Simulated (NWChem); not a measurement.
System: CdNH3O; SMILES [OH][Cd][NH2]

```xyz
6

Cd     0.0000    -0.0114    -0.0098
O      0.0005    -1.9707     0.1212
H     -0.0034    -2.3789    -0.7515
N      0.0005     1.9828     0.1268
H     -0.8154     2.4069    -0.3133
H      0.8129     2.4069    -0.3198
```
Atoms are numbered in this order, from 1.

All runs: NWChem. The geometry was optimised at PBE0/def2-SVP. def2 effective core potentials on Cd; no spin-orbit coupling. Ions are spin-unrestricted doublets at the neutral geometry; other ion states weren't tried.

| level | −ε(HOMO) (eV) |
|---|---|
| PBE/def2-SVPD | 5.84 |
| LDA (Slater exchange, VWN5)/def2-SVPD | 6.06 |
| LRC-wPBEh/def2-SVPD | 9.01 |
| r2SCAN/def2-SVPD | 6.07 |
